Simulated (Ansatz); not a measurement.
CH₄Cl₂OSeSi (`CO[Si](Cl)(Cl)[SeH]`), charge 0, multiplicity 1.

(1) Give a relaxed structure at PBE0-D4/def2-TZVP (Ansatz). (An estimate is asked.)

Results:

(1) The calculation gave: 
Z-matrix (Å, degrees):
```
C
O 1 1.417
H 1 1.090 2 107.5
H 1 1.093 2 110.6 3 119.2
H 1 1.094 2 111.2 3 -119.5
Si 2 1.615 1 125.6 3 173.2
Cl 6 2.046 2 111.3 1 54.7
Cl 6 2.029 2 106.1 1 172.0
Se 6 2.261 2 108.7 1 -66.2
H 9 1.468 6 92.1 2 157.4
```
This is one stationary point; other conformers may exist.
